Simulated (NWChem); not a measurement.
System: SiNH4, doublet; SMILES [NH][SiH3]

The following NWChem deck was run.

```
start job
memory heap 200 mb stack 900 mb global 1100 mb
geometry units angstroms noautosym nocenter noautoz
  N     -0.026277    -1.249170    -0.109838
  Si    -0.009662     0.517032    -0.026989
  H      0.760503    -1.683606     0.389406
  H     -0.655906     0.898325     1.264005
  H     -0.819907     1.052510    -1.147211
  H      1.350773     1.131811    -0.066937
end
basis spherical
  * library 6-31+g*
end
dft
  odft
  mult 2
  xc pbe0
  iterations 150
end
cosmo
  do_cosmo_smd true
  solvent water
end
task dft energy
```

NWChem printed, in part:

```
             Northwest Computational Chemistry Package (NWChem) 7.3.0
             --------------------------------------------------------

                             Geometry "geometry" -> ""
                             -------------------------

 Output coordinates in angstroms (scale by  1.889725989 to convert to a.u.)

  No.       Tag          Charge          X              Y              Z
 ---- ---------------- ---------- -------------- -------------- --------------
    1 N                    7.0000    -0.02627700    -1.24917000    -0.10983800
    2 Si                  14.0000    -0.00966200     0.51703200    -0.02698900
    3 H                    1.0000     0.76050300    -1.68360600     0.38940600
    4 H                    1.0000    -0.65590600     0.89832500     1.26400500
    5 H                    1.0000    -0.81990700     1.05251000    -1.14721100
    6 H                    1.0000     1.35077300     1.13181100    -0.06693700

 Effective nuclear repulsion energy (a.u.)      56.2954815293

                                 NWChem DFT Module
                                 -----------------

 Summary of "ao basis" -> "ao basis" (spherical)
 ------------------------------------------------------------------------------
       Tag                 Description            Shells   Functions and Types
 ---------------- ------------------------------  ------  ---------------------
 N                          6-31+g*                  8       18   4s3p1d
 Si                         6-31+g*                 10       22   5s4p1d
 H                          6-31+g*                  2        2   2s

 in cosmo_initialize ...
 calling solv_data for solv:h2o

 solvent parameters
 solvname_short: h2o
 solvname_long:  water
 dielec:       78.4000
 dielecinf:     1.7769
 aqueous SMD model solvent descriptors
 dielec:       78.4000
 sola:          0.8200

          ---------------
          -cosmo- solvent
          ---------------
 Cosmo: York-Karplus, doi: 10.1021/jp992097l
 dielectric constant -eps-     =  78.40
 screen = (eps-1)/(eps    )    =   0.98724
 surface charge correction     = lagrangian

   van der Waals surface
 --------------------------

 ---------- ATOMIC COORDINATES (A.U.) ------------ VDWR(ANG.) --
     1   -0.04965633   -2.36058901   -0.20756372     1.890
     2   -0.01825853    0.97704881   -0.05100181     2.470
     3    1.43714228   -3.18155401    0.73587064     1.200
     4   -1.23948261    1.69758810    2.38862310     1.200
     5   -1.54939957    1.98895550   -2.16791444     1.200
     6    2.55259084    2.13881266   -0.12649259     1.200
 number of segments per atom =        128
 number of   points per atom =        128
 atom (   nspa,  nppa )
 ----------------------
    1 (     72,     0 )       0
    2 (    100,     0 )       0
    3 (     47,     0 )       0
    4 (     34,     0 )       0
    5 (     32,     0 )       0
    6 (     35,     0 )       0
 number of -cosmo- surface points =      320
 molecular surface =     88.786 angstrom**2
 molecular volume  =     76.154 angstrom**3
 -lineq- algorithm             =   0
 -bem- low  level              =   3
 -bem- from -octahedral-
 gaussian surface charge width =   4.50000
 degree of switching           =   1.00000
 switching function tolerance  =   0.00010
 atomic radii =
 --------------
    1  7.000  1.890
    2 14.000  2.470
    3  1.000  1.200
    4  1.000  1.200
    5  1.000  1.200
    6  1.000  1.200
 ...... end of -cosmo- initialization ......

 nat:                     6
 ixmem:                  2111
 calling mnsol_interface()
 G(SMD-CDS) energy (kcal/mol)  =     2.282
 SMD-CDS SASA (angstrom**2)    =   103.495

            General Information
            -------------------
          SCF calculation type: DFT
          Wavefunction type:  spin polarized.
          No. of atoms     :     6
          No. of electrons :    25
           Alpha electrons :    13
            Beta electrons :    12
          Charge           :     0
          Spin multiplicity:     2
          Use of symmetry is: off; symmetry adaption is: off
          Maximum number of iterations: 150
          AO basis - number of functions:    48
                     number of shells:    26
          Convergence on energy requested:  1.00D-06
          Convergence on density requested:  1.00D-05
          Convergence on gradient requested:  5.00D-04

              XC Information
              --------------
                         PBE0 Method XC Functional
                     Hartree-Fock (Exact) Exchange  0.250
          PerdewBurkeErnzerhof Exchange Functional  0.750
            Perdew 1991 LDA Correlation Functional  1.000 local
           PerdewBurkeErnz. Correlation Functional  1.000 non-local

             Grid Information
             ----------------
          Grid used for XC integration:  medium
          Radial quadrature: Mura-Knowles
          Angular quadrature: Lebedev.
          Tag              B.-S. Rad. Rad. Pts. Rad. Cut. Ang. Pts.
          ---              ---------- --------- --------- ---------
          N                   0.65       49          11.0       434
          Si                  1.10       88          10.0       590
          H                   0.35       45          10.0       434
          Grid pruning is: on
          Number of quadrature shells:   317
          Spatial weights used:  Erf1

      Superposition of Atomic Density Guess
      -------------------------------------

 Sum of atomic energies:        -345.10635044

      Non-variational initial energy
      ------------------------------

 Total energy =    -345.525466
 1-e energy   =    -587.739185
 2-e energy   =     185.918237
 HOMO         =      -0.289080
 LUMO         =       0.027732

[...]

                                COSMO-SMD solvation results
                                ---------------------------

             internal energy in gas <Psi(g)|H|Psi(g)> =      -346.369490772685
         internal energy in solvent <Psi(s)|H|Psi(s)> =      -346.368240967756
                               delta internal energy  =         0.001249804929 (    0.78 kcal/mol)
   total free energy in solvent <Psi(s)|H+V/2|Psi(s)> =      -346.376892149466
 polarization energy contribution <Psi(s)|V/2|Psi(s)> =        -0.008651181710 (   -5.43 kcal/mol)
    total free energy in solvent including G(SMD-CDS) =      -346.373255853730
                       G(SMD-CDS) energy contribution =         0.003636295737 (    2.28 kcal/mol)
     1 M fixed-concentration free energy of solvation =        -0.003765081045 (   -2.36 kcal/mol)

                    DFT Final Alpha Molecular Orbital Analysis
                    ------------------------------------------

 Vector   11  Occ=1.000000D+00  E=-3.715462D-01
              MO Center= -1.4D-01,  4.3D-01, -4.6D-01, r^2= 2.5D+00
   Bfn.  Coefficient  Atom+Function         Bfn.  Coefficient  Atom+Function
  ----- ------------  ---------------      ----- ------------  ---------------
    25      0.330641  2 Si px                46     -0.266814  5 H  s
     4      0.250535  1 N  py                45     -0.247975  5 H  s
    27      0.175883  2 Si pz                48      0.170486  6 H  s
    26     -0.166656  2 Si py                47      0.154254  6 H  s
     8      0.152990  1 N  py                21     -0.135191  2 Si px

 Vector   12  Occ=1.000000D+00  E=-3.225421D-01
              MO Center= -1.0D-01, -3.5D-01,  1.7D-01, r^2= 2.6D+00
   Bfn.  Coefficient  Atom+Function         Bfn.  Coefficient  Atom+Function
  ----- ------------  ---------------      ----- ------------  ---------------
     5      0.440190  1 N  pz                 9      0.320876  1 N  pz
    44     -0.276316  4 H  s                  3     -0.255760  1 N  px
    43     -0.206310  4 H  s                  7     -0.190568  1 N  px
    27     -0.177801  2 Si pz                48      0.142569  6 H  s
    46      0.115891  5 H  s                 47      0.104931  6 H  s

 Vector   13  Occ=1.000000D+00  E=-3.190081D-01
              MO Center=  6.3D-02, -7.0D-01, -1.7D-01, r^2= 2.4D+00
   Bfn.  Coefficient  Atom+Function         Bfn.  Coefficient  Atom+Function
  ----- ------------  ---------------      ----- ------------  ---------------
     3      0.332048  1 N  px                 4      0.316835  1 N  py
     7      0.238508  1 N  px                48     -0.220265  6 H  s
     6     -0.212799  1 N  s                  8      0.206409  1 N  py
    26     -0.189420  2 Si py                 5      0.178419  1 N  pz
    47     -0.160096  6 H  s                 46      0.142449  5 H  s

 Vector   14  Occ=0.000000D+00  E=-4.344586D-03
              MO Center=  1.6D-01, -3.1D-01, -5.2D-03, r^2= 8.4D+00
   Bfn.  Coefficient  Atom+Function         Bfn.  Coefficient  Atom+Function
  ----- ------------  ---------------      ----- ------------  ---------------
    10      1.627904  1 N  s                 32     -1.396173  2 Si s
    30      0.870934  2 Si py                34      0.790644  2 Si py
    12      0.539206  1 N  py                28     -0.504351  2 Si s
     6      0.426088  1 N  s                 26      0.244656  2 Si py
    42     -0.196140  3 H  s                  2      0.148226  1 N  s

 Vector   15  Occ=0.000000D+00  E= 1.964964D-02
              MO Center= -6.1D-02,  2.0D+00,  7.6D-02, r^2= 8.6D+00
   Bfn.  Coefficient  Atom+Function         Bfn.  Coefficient  Atom+Function
  ----- ------------  ---------------      ----- ------------  ---------------
    32      1.641009  2 Si s                 28     -1.401155  2 Si s
    34      0.560199  2 Si py                24     -0.285234  2 Si s
     6      0.177573  1 N  s                 30     -0.153254  2 Si py
    48      0.152260  6 H  s                  8      0.149889  1 N  py
    46      0.143656  5 H  s                 20      0.142813  2 Si s

 Vector   16  Occ=0.000000D+00  E= 4.665654D-02
              MO Center=  5.3D-03,  6.0D-01, -1.2D-01, r^2= 1.4D+01
   Bfn.  Coefficient  Atom+Function         Bfn.  Coefficient  Atom+Function
  ----- ------------  ---------------      ----- ------------  ---------------
    35      1.253738  2 Si pz                33      0.649711  2 Si px
    31     -0.374861  2 Si pz                29     -0.282807  2 Si px
    42      0.139371  3 H  s                 44     -0.131288  4 H  s
    27     -0.100888  2 Si pz                13     -0.092033  1 N  pz
    46      0.083519  5 H  s                 25     -0.082601  2 Si px

                     DFT Final Beta Molecular Orbital Analysis
                     -----------------------------------------

 Vector   10  Occ=1.000000D+00  E=-3.693361D-01
              MO Center= -4.3D-01,  6.7D-01, -1.6D-02, r^2= 2.3D+00
   Bfn.  Coefficient  Atom+Function         Bfn.  Coefficient  Atom+Function
  ----- ------------  ---------------      ----- ------------  ---------------
    27      0.416554  2 Si pz                46     -0.249263  5 H  s
    44      0.240864  4 H  s                 45     -0.227173  5 H  s
    43      0.218418  4 H  s                 23     -0.169418  2 Si pz
     4      0.112762  1 N  py                26     -0.110152  2 Si py
     5      0.074544  1 N  pz                 8      0.064260  1 N  py

 Vector   11  Occ=1.000000D+00  E=-3.659668D-01
              MO Center=  1.3D-01,  6.1D-01, -4.0D-02, r^2= 2.6D+00
   Bfn.  Coefficient  Atom+Function         Bfn.  Coefficient  Atom+Function
  ----- ------------  ---------------      ----- ------------  ---------------
    25      0.402589  2 Si px                48      0.243066  6 H  s
    47      0.215370  6 H  s                  4      0.188739  1 N  py
    46     -0.177182  5 H  s                 44     -0.164701  4 H  s
    21     -0.163636  2 Si px                45     -0.163378  5 H  s
    43     -0.151009  4 H  s                 26     -0.123211  2 Si py

 Vector   12  Occ=1.000000D+00  E=-2.993587D-01
              MO Center= -7.0D-03, -8.9D-01, -1.6D-01, r^2= 2.2D+00
   Bfn.  Coefficient  Atom+Function         Bfn.  Coefficient  Atom+Function
  ----- ------------  ---------------      ----- ------------  ---------------
     3      0.324112  1 N  px                 4      0.325367  1 N  py
     7      0.238634  1 N  px                 6     -0.235429  1 N  s
     8      0.215147  1 N  py                26     -0.201037  2 Si py
     5      0.199383  1 N  pz                48     -0.192651  6 H  s
     9      0.145279  1 N  pz                 2     -0.131967  1 N  s

 Vector   13  Occ=0.000000D+00  E=-1.262692D-01
              MO Center= -2.4D-02, -9.9D-01, -5.4D-02, r^2= 1.9D+00
   Bfn.  Coefficient  Atom+Function         Bfn.  Coefficient  Atom+Function
  ----- ------------  ---------------      ----- ------------  ---------------
     5      0.427846  1 N  pz                 9      0.355561  1 N  pz
     3     -0.266077  1 N  px                44     -0.252575  4 H  s
     7     -0.224937  1 N  px                13      0.200251  1 N  pz
    48      0.149765  6 H  s                 11     -0.128646  1 N  px
    43     -0.108377  4 H  s                 46      0.107562  5 H  s

 Vector   14  Occ=0.000000D+00  E=-5.036842D-04
              MO Center=  1.4D-01, -2.8D-01,  1.0D-02, r^2= 8.6D+00
   Bfn.  Coefficient  Atom+Function         Bfn.  Coefficient  Atom+Function
  ----- ------------  ---------------      ----- ------------  ---------------
    10      1.817946  1 N  s                 32     -1.526659  2 Si s
    30      0.919729  2 Si py                34      0.813692  2 Si py
    12      0.579173  1 N  py                28     -0.516300  2 Si s
     6      0.403203  1 N  s                 26      0.238253  2 Si py
    42     -0.207626  3 H  s                  2      0.136218  1 N  s

 Vector   15  Occ=0.000000D+00  E= 2.094703D-02
              MO Center= -5.1D-02,  2.0D+00,  5.9D-02, r^2= 8.5D+00
   Bfn.  Coefficient  Atom+Function         Bfn.  Coefficient  Atom+Function
  ----- ------------  ---------------      ----- ------------  ---------------
    32      1.573065  2 Si s                 28     -1.395793  2 Si s
    34      0.617852  2 Si py                24     -0.270332  2 Si s
     6      0.182894  1 N  s                  8      0.148955  1 N  py
    48      0.140135  6 H  s                 20      0.138738  2 Si s
    46      0.133551  5 H  s                 30     -0.132191  2 Si py

   alpha - beta orbital overlaps
   -----------------------------

   alpha      1      2      3      4      5      6      7      8      9     10
    beta      1      2      3      4      5      6      7      8      9     10
 overlap   1.000  1.000  1.000  0.999  0.976  0.976  0.998  0.999  0.997  0.777

   alpha     11     12     13     14     15     16     17     18     19     20
    beta     11     13     12     14     15     16     17     19     18     20
 overlap   0.861  0.877  0.992  0.998  0.999  0.904  0.901  0.764  0.836  0.785

   alpha     21     22     23     24     25     26     27     28     29     30
    beta     21     22     23     24     25     26     27     28     29     30
 overlap   0.995  0.987  0.950  0.990  0.998  0.998  1.000  1.000  0.999  0.999

[...]
```

Level: PBE0/6-31+G* (spherical d), spin-unrestricted, SMD on the gas-phase geometry. The geometry was optimised at B3LYP/6-31G* (spherical d), spin-unrestricted. No stability test was run on the SCF state. Solvent: water.
